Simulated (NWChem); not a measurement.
System meant: SnNH$_{2}$BrF$_{2}$; SMILES [NH2][Sn]([F])([F])[Br]

Here is an NWChem input.

```
start job
memory heap 200 mb stack 900 mb global 1100 mb
geometry units angstroms noautoz
  N      0.033388     1.488309     1.850134
  Sn     0.000041     0.600876     0.005397
  F      1.551470     1.189577    -1.019352
  F     -1.587160     1.188945    -0.963507
  Br     0.000583    -1.874896     0.022180
  H     -0.793099     2.104867     1.905893
  H      0.858715     2.108574     1.873942
end
basis spherical
  * library def2-svp
end
ecp
  Sn library def2-ecp
end
dft
  odft
  mult 2
  xc b3lyp
  iterations 150
  mulliken
end
task dft energy
```

End of the output:

```
                                 NWChem DFT Module
                                 -----------------

 Summary of "ao basis" -> "ao basis" (spherical)
 ------------------------------------------------------------------------------
       Tag                 Description            Shells   Functions and Types
 ---------------- ------------------------------  ------  ---------------------
 N                          def2-svp                 6       14   3s2p1d
 Sn                         def2-svp                10       26   4s4p2d
 F                          def2-svp                 6       14   3s2p1d
 Br                         def2-svp                12       32   5s4p3d
 H                          def2-svp                 3        5   2s1p

 Summary of "ao basis" -> "ao basis" (spherical)
 ------------------------------------------------------------------------------
       Tag                 Description            Shells   Functions and Types
 ---------------- ------------------------------  ------  ---------------------
 N                          def2-svp                 6       14   3s2p1d
 Sn                         def2-svp                10       26   4s4p2d
 F                          def2-svp                 6       14   3s2p1d
 Br                         def2-svp                12       32   5s4p3d
 H                          def2-svp                 3        5   2s1p

  number of electrons :                   84
  multiplicity        :                    2
 ------------------------------------------------------------------------
  no. of electrons and multiplicity not compatible                  84
 ------------------------------------------------------------------------
 ------------------------------------------------------------------------
  current input line :
    25: task dft energy
 ------------------------------------------------------------------------
 ------------------------------------------------------------------------
 There is an error in the input file
 ------------------------------------------------------------------------
 For more information see the NWChem manual at https://nwchemgit.github.io

0: no. of electrons and multiplicity not compatible:Received an Error in Communication
```

Task: Find the fault in this run and fix the input.

Result: The program refused the input. Cause: the multiplicity doesn't fit the number of electrons (an even count wants an odd multiplicity, and the reverse). This input runs:
```
start job
memory heap 200 mb stack 900 mb global 1100 mb
geometry units angstroms noautoz
  N      0.033388     1.488309     1.850134
  Sn     0.000041     0.600876     0.005397
  F      1.551470     1.189577    -1.019352
  F     -1.587160     1.188945    -0.963507
  Br     0.000583    -1.874896     0.022180
  H     -0.793099     2.104867     1.905893
  H      0.858715     2.108574     1.873942
end
basis spherical
  N library def2-svp
  Sn library def2-svp
  F library def2-svp
  Br library def2-svp
  H library def2-svp
end
ecp
  Sn library def2-ecp
end
dft
  xc b3lyp
  iterations 150
  mulliken
end
task dft energy
```
It converges to -3043.77437 Ha (B3LYP/def2-SVP with def2 effective core potentials on Sn).
